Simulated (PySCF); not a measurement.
CdFI, SMILES [Cd]([F])[I]. Atoms are numbered in the order given.

```xyz
3

Cd     0.0000     0.0000    -1.0735
F      0.0000     0.0000    -3.0116
I      0.0000     0.0000     1.4836
```

Coordinates come from a r2SCAN-D4/def2-TZVP optimisation. The def2 effective core potentials stand for the cores of Cd, I; spin–orbit coupling is left out.

These are PBE0/def2-TZVPD (PySCF) values and carry that method's errors.

Mulliken values depend strongly on the basis, most of all with diffuse functions as here. ESP charges are fitted to the potential on shells at 1.4 to 2.0 van der Waals radii. Atomic charges (e):

| atom | Mulliken | ESP fit |
|---|---|---|
| Cd1 | 0.89 | … |
| F2 | -0.66 | … |
| I3 | -0.24 | … |

Task: Complete the blanks. (The exact figures need the calculation; the answer reports its results.)

Result: 
- Cd1, ESP fit: 0.74
- F2, ESP fit: -0.47
- I3, ESP fit: -0.27
